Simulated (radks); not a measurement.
Values are calculated unless marked as measured or tabulated.
Q: Excited configurations of neutral mercury: one electron is placed in a higher orbital outside [Xe] 4f14 5d10 6s1. The ground configuration is [Hg]. Level of theory: Dirac Kohn-Sham, PBE, spin-unpolarised, spherical densities, finite nucleus; open shells are shared between the two j in proportion to 2j + 1; Fermi nuclear charge, rms radius 5.4648 fm (a radial shooting solver on a logarithmic mesh with Libxc functionals). Excitation = E - E(ground); binding = E(ion) - E, where the ion is the core of charge +1; n* = 1/sqrt(2 binding) in atomic units, and the quantum defect is n - n*. Eigenvalue and <r> are those of j = l + 1/2.

| outer orbital | excitation (eV) | binding (eV) | n* | quantum defect | eigenvalue (eV) | <r> (bohr) |
|---|---|---|---|---|---|---|
| 5f | 9.783 | 0.911 | 3.865 | 1.135 | -0.435 | 17.36 |
| 6p | 5.960 | 4.734 | 1.695 | 4.305 | -1.870 | 4.378 |
| 6d | 9.091 | 1.603 | 2.913 | 3.087 | -0.712 | 10.17 |
| 6f | 10.065 | 0.629 | 4.651 | 1.349 | -0.366 | 29.37 |
| 7s | 7.956 | 2.738 | 2.229 | 4.771 | -1.590 | 7.861 |
| 7d | 9.685 | 1.009 | 3.672 | 3.328 | -0.559 | 19.01 |
| 7f | 10.240 | 0.454 | 5.472 | 1.528 | -0.286 | 44.02 |

Estimate the row for 7p.

A: excitation (eV) 8.826; binding (eV) 1.868; n* 2.699; quantum defect 4.301; eigenvalue (eV) -1.021; <r> (bohr) 10.85. The Delta-SCF ionisation energy is 10.694 eV (NIST Atomic Spectra Database: 10.438 eV, measured). Self-interaction in the functional shifts the binding energies and quantum defects, so they are the method's values and not measured ones. Spin polarisation and multiplet splitting are left out, so open shells lie too high by an amount that depends on their filling.

Beside tabulated values, note that spin-unpolarised runs miss the spin-polarisation part of the exchange energy of open shells.
